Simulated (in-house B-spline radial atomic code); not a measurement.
How G0W0 and RPA depend on the start: Si⁻

Configuration [Ne] 3s2 3p3, highest spin. Computed with an all-electron radial atomic-structure program (B-spline basis): all electrons, non-relativistic, point nucleus, each spin shell either full or empty, empty states to l = 9 with an (l + 1/2)⁻⁴ tail; G0W0 by contour deformation at full frequency.

```
       start  mean-field 3p up (eV)  G0W0 (eV)  QP weight  RPA correlation (Eh)
Hartree-Fock                 -1.688          ?          ?                     ?
     LC-wPBE                 -1.792          ?          ?                     ?
       wB97X                 -1.406     -1.612      0.886              -0.75969
   BHandHLYP                 -0.174     -1.285      0.674              -0.76427
   CAM-B3LYP                 -0.544     -1.441      0.803              -0.77542
```

Q: What G0W0 level, weight and RPA correlation energy follow from the LC-wPBE start?

A: G0W0 level -1.655 eV, weight 0.904, RPA correlation -0.76181 hartree.

Q: What G0W0 level, weight and RPA correlation energy follow from the Hartree-Fock start?

A: G0W0 level -1.798 eV, weight 0.904, RPA correlation -0.70992 hartree.

Q: How much of the dependence on the start does G0W0 remove?

A: The mean-field levels span 1.62 eV and the G0W0 levels 0.513 eV. Against 1.390 eV (electron affinity of the neutral atom) the G0W0 removal energies are off by -0.10 to +0.41 eV, with relativity, Breit and QED terms left out.
